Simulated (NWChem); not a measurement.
Molecule: CH$_{5}$FO$_{2}$Si; SMILES CO[Si@@H](O)F

```xyz
10

C     -0.0409     2.0384     0.4746
O     -0.2958     1.1054    -0.5460
Si    -0.0369    -0.5053    -0.4834
O      1.4441    -0.7796     0.1852
F     -1.1229    -1.2477     0.4669
H     -0.8661     2.0609     1.2065
H      0.8972     1.8122     1.0085
H      0.0462     3.0379     0.0236
H     -0.2032    -1.0314    -1.8489
H      1.5619    -1.5816     0.7016
```
Atoms are numbered in this order, from 1.

Computed with NWChem. Pople sets run with spherical d functions. All runs use the structure optimised with PBE0/def2-SVP. Atomic charges in e: unrestrained fits to the electrostatic potential beside Mulliken populations; buried atoms are poorly determined by the fit.

**Question.** Predict the results for Hartree-Fock/6-31G*. Quantities: ESP C1; Mulliken C1; ESP O2; Mulliken O2; ESP Si3; Mulliken Si3; ESP O4; Mulliken O4; ESP F5; Mulliken F5; relative RMS misfit of the potential (%).

**Answer.** 
```yaml
ESP C1: 0.39
Mulliken C1: -0.15
ESP O2: -0.61
Mulliken O2: -0.76
ESP Si3: 1.25
Mulliken Si3: 1.52
ESP O4: -0.78
Mulliken O4: -0.90
ESP F5: -0.42
Mulliken F5: -0.54
relative RMS misfit of the potential (%): 26
```
